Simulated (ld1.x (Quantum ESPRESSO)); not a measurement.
## Pt, TM semilocal: configuration errors across variants

- Element: Pt (Z = 78)
- Generator: ld1.x (Quantum ESPRESSO) 7.5
- Type: norm-conserving Troullier–Martins (semilocal form)
- Functional: LDA (PZ)
- Relativity: scalar-relativistic
- Frozen core: [Kr] 4d10
- Valence charge: 32
- Reference configuration: 4f14 5s2 5p6 5d10 6s0 6p0
- Partial waves: 5s (bound): rc 0.90 bohr; 5p (bound): rc 1.75 bohr; 5d (bound): rc 1.85 bohr; 4f (bound): rc 1.05 bohr
- Local potential: the f channel
- Core correction: a·sin(br)/r model core inside 0.75 bohr

All-electron excitation energies from the reference (eV): (1) 4f14 5s2 5p6 5d9 6s1 6p0 -0.054; (2) 4f14 5s2 5p6 5d9 6s0 6p0 9.491; (3) 4f14 5s2 5p6 5d8 6s0 6p0 29.750; (4) 4f14 5s2 5p6 5d8 6s1 6p0 11.363; (5) 4f14 5s2 5p6 5d7 6s0 6p0 62.262; (6) 4f14 5s1 5p6 5d9 6s1 6p0 108.859; (7) 4f14 5s2 5p6 5d9 6s0 6p1 5.131; (8) 4f14 5s2 5p6 5d9 6s1 6p0 spin -0.433; (9) 4f14 5s2 5p6 5d9 6s0 6p0 spin 9.362.

Spin tests fill each open shell by Hund’s rule, majority spin first.

A semilocal file is local in each channel, so a ghost entry of none says nothing of the separable form that plane-wave codes build from it.

Tests that are not counted but printed errors over 1 eV. “wave 5s (bound): rc 0.90 bohr becomes 5s (bound): rc 0.60 bohr”: 4f14 5s2 5p6 5d8 6s1 6p0 (solver errors, printed error -9286 eV); 4f14 5s1 5p6 5d9 6s1 6p0 (solver errors, printed error -4.9 eV); 2 more.

Errors AE − PS in meV (a dash: test not solved or not reliable):

```tsv
change	(1)	(2)	(3)	(4)	(5)	(6)	(7)	(8)	(9)	bound ghosts
base	+129	+1.0	+2.9	+179	+9.0	+168	+199	+133	+3.1	not determined
wave 5s (bound): rc 0.90 bohr becomes 5s (bound): rc 0.60 bohr	–	+1.0	+2.9	–	+8.9	–	+199	–	+2.6	not determined
wave 5s (bound): rc 0.90 bohr becomes 5s (bound): rc 0.76 bohr	+583	+1.0	+2.9	+810	+9.1	+926	+199	+588	+3.1	not determined
wave 5s (bound): rc 0.90 bohr becomes 5s (bound): rc 0.82 bohr	+229	+1.0	+2.9	+318	+9.1	+328	+199	+233	+3.2	not determined
wave 5s (bound): rc 0.90 bohr becomes 5s (bound): rc 0.92 bohr	+120	+1.0	+2.9	+166	+9.2	+154	+199	+123	+3.2	not determined
wave 5s (bound): rc 0.90 bohr becomes 5s (bound): rc 1.00 bohr	+117	+1.0	+2.9	+162	+9.1	+149	+199	+120	+3.2	not determined
wave 5s (bound): rc 0.90 bohr becomes 5s (bound): rc 1.10 bohr	+190	+1.0	+2.9	+262	+9.1	+260	+199	+194	+3.2	not determined
wave 5s (bound): rc 0.90 bohr becomes 5s (bound): rc 1.16 bohr	+279	+1.0	+2.9	+384	+9.2	+393	+199	+283	+3.2	not determined
wave 5s (bound): rc 0.90 bohr becomes 5s (bound): rc 1.28 bohr	+639	+1.0	+2.9	+872	+9.2	+926	+199	+646	+3.3	not determined
wave 5s (bound): rc 0.90 bohr becomes 5s (bound): rc 1.34 bohr	+959	+1.0	+2.8	+1297	+8.8	+1393	+199	+968	+3.3	not determined
```

**Question.** Give the same row for: wave 5s (bound): rc 0.90 bohr becomes 5s (bound): rc 0.64 bohr.

**Answer.** –, +0.9, +2.8, –, +8.5, –, +199, –, +7.4; bound ghosts: not determined. Not counted: 4f14 5s1 5p6 5d9 6s1 6p0 (solver errors, printed error -5.0 eV); 4f14 5s2 5p6 5d8 6s1 6p0 (solver errors, printed error -4.9 eV); 2 more.
